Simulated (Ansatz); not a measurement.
The pair A = germylsilane (SMILES [SiH3][GeH3]) (first 8 atoms), B = CH4 (SMILES C); geometry from B3LYP-D3(BJ)/def2-TZVP.
(charge 0, multiplicity 1):
```xyz
13

Si     0.661     1.338     0.641
Ge    -0.363    -0.803     0.370
H      0.103     2.036     1.822
H      0.414     2.165    -0.564
H      2.124     1.182     0.821
H      0.116    -1.793     1.446
H     -0.019    -1.394    -1.010
H     -1.896    -0.690     0.471
C      0.062     0.044     4.353
H      0.016    -0.495     5.298
H      0.177     1.110     4.544
H      0.912    -0.315     3.774
H     -0.856    -0.127     3.793
```

Cores are frozen in the correlated methods. Filled d and f shells under p-block atoms count as core. MP2 and its Hartree–Fock in def2-TZVPPD are density fitted.

Run with Ansatz (a quantum-chemistry and plane-wave program) with Gaussian orbitals. 

The counterpoise-corrected interaction energy is E(AB) − E(A in the pair's basis) − E(B in the pair's basis). Total energies (hartree):

```csv
level,AB,A in the pair's basis,B in the pair's basis
HF/def2-SVPD,-2407.5968545,-2367.4284272,-40.1700438
MP2/def2-SVPD,-2407.9878767,-2367.6477007,-40.3391782
HF/def2-TZVPPD,-2408.0059263,-2367.7930743,-40.2144651
MP2/def2-TZVPPD,-2408.4684653,-2368.0543038,-40.4128899
CCSD(T)/def2-SVPD,-2408.0730642,-2367.7053076,-40.3667106
```

Task: Work out the counterpoise-corrected interaction energy at the basis-set limit: extrapolate the MP2 correlation part as X⁻³, take Hartree–Fock from the larger set, and add the CCSD(T) − MP2 difference of def2-SVPD.

Result: 
1. Differences (1 hartree = 627.509 kcal/mol): HF/def2-SVPD 1.014; MP2/def2-SVPD -0.626; HF/def2-TZVPPD 1.012; MP2/def2-TZVPPD -0.798; CCSD(T)/def2-SVPD -0.656.
2. Correlation parts, MP2 less HF: -1.640 in def2-SVPD (X = 2), -1.810 in def2-TZVPPD (X = 3).
3. Limit (3³·(-1.810) − 2³·(-1.640))/(3³ − 2³) = -1.882; with HF/def2-TZVPPD it gives -0.869.
4. CCSD(T) less MP2 in def2-SVPD: -0.030.
Result: -0.90 kcal/mol, against -0.63 at MP2/def2-SVPD. It is an estimate of this method's limit, not of the exact value.
